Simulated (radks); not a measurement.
The numbers below are computed, except where a source is named.
Spherical jellium clusters: N electrons in a uniform positive sphere of charge N and radius rs N^(1/3), rs = 5.25 bohr. Level of theory: non-relativistic Kohn-Sham, LDA (Slater exchange, Perdew-Wang correlation), spin-polarised, spherical densities (a radial shooting solver with Libxc functionals). Levels are named by radial order and angular momentum (1s, 1p, 1d, 2s, ...), and open shells are averaged over m.

N = 25, configuration 1s2 1p6 1d10 2s2 1f(up 5, down 0). This is the lowest configuration that the search found. Occupied and some empty levels:

level    occupation  eigenvalue (eV)  <r> (bohr)
1s up             1          -3.8024       9.851
1s down           1          -3.6681       9.319
1p up             3          -3.4424       11.21
1p down           3          -3.2636       10.99
1d up             5          -2.9489       12.13
1d down           5          -2.7492       12.07
2s up             1          -2.5719       9.110
2s down           1          -2.4881       9.423
1f up             5          -2.3423       12.90
1f down           0          -2.1357       12.93
2p up             0          -1.8088       10.91
2p down           0          -1.7189       11.00
1g up             0          -1.6419       13.62
1g down           0          -1.4386       13.73
2d up             0          -1.0629       12.95
2d down           0         -0.96421       13.08

Energy (eV): total -45.5993, kinetic 27.168, external -1323.5, Hartree 659.48, exchange-correlation -73.493, background 664.73.
